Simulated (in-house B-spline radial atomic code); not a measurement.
Values are calculated unless marked as measured or tabulated.
Cl in an electron gas of r_s = 3.3: phase shifts, screening and friction

A nucleus sits in a uniform electron gas with a rigid positive background. The Kohn-Sham equations are solved self-consistently in the spin-unpolarised LDA (PW92), non-relativistic, on B-splines with outgoing waves at the boundary and partial waves to l = 8. The model has no lattice, no bands and no magnetic solution. Atomic units; δ_l are the phase shifts at the Fermi level, counted so that each bound state adds π, and good to about 0.0005.

The density parameter is r_s = 3.3 bohr.

```csv
l,δ_l (rad)
0,8.4483
1,5.7995
2,0.1566
3,0.0116
4,-0.0005
5,0.0001
6,0.0000
7,0.0001
8,0.0001
```

Bound levels below the band bottom (hartree): s -100, s -8.884, p -6.734, s -0.5024, p -0.08961.

Task: Check the Friedel sum rule, and say where the screening charge sits.

Result: k_F = (9π/4)^(1/3)/r_s = 0.58156. The rule is Z = (2/π) Σ (2l + 1) δ_l. The terms are s 5.378, p 11.076, d 0.498, f 0.052 and -0.000 beyond, in all 17.005 against Z = 17. Bound states hold 6 s, 12 p, 0 d electrons, so the scattering states carry -1.00 in all; where a term is smaller than its bound count, the bound level has drawn weight out of the band.

Task: Find the transport cross section and the electronic stopping of a 5 keV Cl ion (mass 35.45 u).

Result: σ_tr = (4π/k_F²) Σ (l + 1) sin²(δ_l − δ_(l+1)). The terms for l = 0 to 3 are 0.2238, 0.7138, 0.0626, 0.0006, all together 1.0009, so σ_tr = 37.155 × 1.0009 = 37.187 bohr². With n = 3/(4π r_s³) = 0.006643, the friction coefficient is Q = n k_F σ_tr = 0.1437. For v well below v_F = 0.582, dE/dx = Q v; with 24801 eV per u at v = 1, v = √(5000/(24801 × 35.45)) = 0.0754, so dE/dx = 0.01083 hartree/bohr = 5.57 eV/nm. The largest term couples the p and d waves.
